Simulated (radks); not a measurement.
Question: The mean radii <r> (bohr) of the occupied orbitals of an atom or ion are listed with their occupations. Calculated with a radial shooting solver on a logarithmic mesh with Libxc functionals: Dirac Kohn-Sham, PBE, spin-unpolarised, spherical densities, finite nucleus; Fermi nuclear charge, rms radius of each element as measured or else 0.836 A^(1/3) + 0.57 fm.

| orbital | occ. | <r> |
|---|---|---|
| 1s1/2 | 2 | 0.03111 |
| 2s1/2 | 2 | 0.1345 |
| 2p1/2 | 2 | 0.1141 |
| 2p3/2 | 4 | 0.1192 |
| 3s1/2 | 2 | 0.3681 |
| 3p1/2 | 2 | 0.3598 |
| 3p3/2 | 4 | 0.3707 |
| 3d3/2 | 4 | 0.3434 |
| 3d5/2 | 6 | 0.3469 |
| 4s1/2 | 2 | 0.8948 |
| 4p1/2 | 2 | 0.9480 |
| 4p3/2 | 4 | 0.9744 |
| 4d3/2 | 4 | 1.151 |
| 4d5/2 | 2 | 1.161 |

Name the element and its charge. Open shells, if any, fill j = l - 1/2 first.

Answer: Z = 47, silver, charge +5: Ag5+ in [Kr] 4d6. The 1s radius gives Z: for a bare nucleus <r> = (2 gamma + 1)/(2Z) with gamma = sqrt(1 - (Z/c)^2), 0.03062 bohr for Z = 47, and screening makes it slightly larger (0.03111 here). The occupations add up to 42, and the charge is Z minus that.
